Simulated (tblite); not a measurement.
C4H5F3O2Si.
SMILES with atom numbers: `[O:1]=[CH:2]/[C:3](=[CH:4]/[C:5]([F:6])([F:7])[F:8])[SiH2:9][OH:10]` (hydrogens: H11 on C2; H12 on C4; H13, H14 on Si9; H15 on O10)

Computed geometry: GFN2-xTB, gas phase.

Q: List the bond lengths, angles and torsions at this level.

A: 
```json
{"bond": "O1=C2", "length (Å)": "1.200"}
{"bond": "C2–C3", "length (Å)": "1.473"}
{"bond": "C3=C4", "length (Å)": "1.330"}
{"bond": "C4–C5", "length (Å)": "1.492"}
{"bond": "C5–F6, C5–F7", "length (Å)": "1.351"}
{"bond": "C5–F8", "length (Å)": "1.335"}
{"bond": "C3–Si9", "length (Å)": "1.919"}
{"bond": "Si9–O10", "length (Å)": "1.611"}
{"bond": "C2–H11", "length (Å)": "1.107"}
{"bond": "C4–H12", "length (Å)": "1.083"}
{"bond": "Si9–H13, Si9–H14", "length (Å)": "1.456"}
{"bond": "O10–H15", "length (Å)": "0.955"}
```

Bonds in one row agree within 0.01 Å and their mean is given. A selection of angles:
```json
{"angle": "O1–C2–C3", "degrees": "125.4"}
{"angle": "O1–C2–H11", "degrees": "121.6"}
{"angle": "C3–C2–H11", "degrees": "113.0"}
{"angle": "C2–C3–C4", "degrees": "117.5"}
{"angle": "C2–C3–Si9", "degrees": "116.7"}
{"angle": "C4–C3–Si9", "degrees": "125.8"}
{"angle": "C3–C4–C5", "degrees": "123.5"}
{"angle": "C3–C4–H12", "degrees": "122.7"}
{"angle": "C5–C4–H12", "degrees": "113.8"}
{"angle": "C4–C5–F6", "degrees": "113.5"}
{"angle": "C4–C5–F8", "degrees": "112.4"}
{"angle": "F6–C5–F7", "degrees": "104.9"}
{"angle": "F6–C5–F8", "degrees": "106.6"}
{"angle": "C3–Si9–O10", "degrees": "111.7"}
{"angle": "C3–Si9–H13", "degrees": "107.5"}
{"angle": "C3–Si9–H14", "degrees": "106.0"}
{"angle": "O10–Si9–H13", "degrees": "101.0"}
{"angle": "O10–Si9–H14", "degrees": "114.4"}
{"angle": "H13–Si9–H14", "degrees": "116.2"}
{"angle": "Si9–O10–H15", "degrees": "126.5"}
```

Torsions: O1–C2–C3–C4 47° (synclinal); C2–C3–C4–C5 179° (antiperiplanar); C3–C4–C5–F6 43° (synclinal); C2–C3–Si9–O10 -130° (anticlinal); H15–O10–Si9–C3 -62° (synclinal). The mirror-image conformer, all signs reversed, is as good.

The 3 C–C bonds span 1.330 Å (C3=C4, drawn double) to 1.492 Å (C4–C5, drawn single), a spread of 0.162 Å. H15 on O10 lies 2.38 Å from F7, 6 bonds away (angle at H 120°; Bondi radii sum to 2.67 Å). Si9 (oxygen-bound silicon) is distorted tetrahedral (angles from 101.0° to 116.2°). Of the pairs four or more bonds apart, those above aside, F6···Si9 is among the closest relative to their van der Waals radii: 3.01 Å, 84 % of the sum of Bondi's values.

Point group: C1 (no symmetry element, even within 0.4 Å). Its GFN2-xTB frequencies are all real (lowest 36 cm⁻¹). One conformer, not necessarily the lowest (O1–C2–C3–C4 47°, C2–C3–Si9–O10 -130°, C3–Si9–O10–H -62°).
